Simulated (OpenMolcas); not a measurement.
**W4+: ligand-field states by method**

W4+ with 6 ligands (fluoride) in trigonal antiprismatic coordination (D3d) at 1.97 Å, a polar angle of 58.0° against the regular 54.74°. A charge of +0.333 e stands 2.4 Å behind each ligand. Ligand basis ANO-RCC-VDZP.
```
W     0.0000    0.0000    0.0000
F     0.0000    1.6710    1.0434
F    -1.4471   -0.8355    1.0434
F     1.4471   -0.8355    1.0434
F     0.0000   -1.6710   -1.0434
F     1.4471    0.8355   -1.0434
F    -1.4471    0.8355   -1.0434
```

```yaml
Program: OpenMolcas 26.06
Basis: ANO-RCC-VTZP [8s7p5d3f2g1h]
Scalar_Hamiltonian: DKH2, point nucleus
Active_space: 2 electrons in 5 orbitals (5d)
State_averaging: 2S+1 = 3 even, 10 roots; 2S+1 = 1 even, 15 roots
Spin-orbit_coupling: RASSI with atomic mean-field integrals over the reference wave functions
```

I. CASSCF
II. SS-CASPT2, IPEA 0.25 Eh, imaginary shift 0.1 Eh (the lowest 17 gerade and 15 ungerade orbitals frozen, chosen by energy and not by shell, so the metal 5p can be frozen and 4f correlated)

Spin-free states (labels of D3, the rotations of D3d) in cm-1, each column counted from its own energy of the first state listed:

```csv
State,Degeneracy,I,II
3E,2,0,0
3A2,1,967,1200
1E,2,9274,7170
1A1,1,10040,7830
1E,2,11595,9190
1A1,1,23886,19090
3E,2,32846,32500
3A1,1,34083,33600
3E,2,41509,38750
3A2,1,43321,40390
1E,2,43474,40560
1A1,1,44732,41050
1E,2,47027,43330
1A2,1,47524,43970
3A2,1,68190,67920
1E,2,79122,75010
1A1,1,91178,83950
```

From I to II, I's first state of the same spin (3A2) moves from 967 to 1200 cm-1, by about +240 cm-1.

From I to II, I's first state of another spin (1E) moves from 9274 to 7170 cm-1, by about -2100 cm-1.

χT at 300 K: I 0.16, II 0.15 cm3 K/mol.

The states above are spin-free; spin-orbit coupling is strong here and shifts and splits them by thousands of cm-1.

Roots that are degenerate in the reference are averaged as groups; the widest CASPT2 spread within a group is 99 cm-1 (the 2-fold group of multiplicity 3 near 32500 cm-1 above the lowest state of its run, II). Shifts and gaps below about the spread of the groups concerned are not significant. Over all roots computed the reference weight is 0.70 to 0.71 in II; a low but even weight reflects the number of correlated electrons. An orbital doublet at a regular site is open to a Jahn-Teller distortion, which this geometry leaves out. The least metal-like active orbital is 77 % on the metal (Löwdin) and no ligand orbital is active, so the numbers are rough. Ligand-to-metal charge-transfer states are missing. With no ligand orbital active B as a rule stays too high, so bands that hang on it stand too high and its fall with covalency is understated. Without dynamic correlation the repulsion within the d shell is too large (B by tens of per cent), so at a given field states of lower spin stand too high (holds for I). With metal d orbitals alone the field can be off either way by tens of per cent (holds for I). With one d shell and no ligand orbital active, 10Dq can be off by a tenth or more (holds for II). No measured value stands beside these numbers; the geometry is a model, was not optimised and need not be the one that this ion takes.
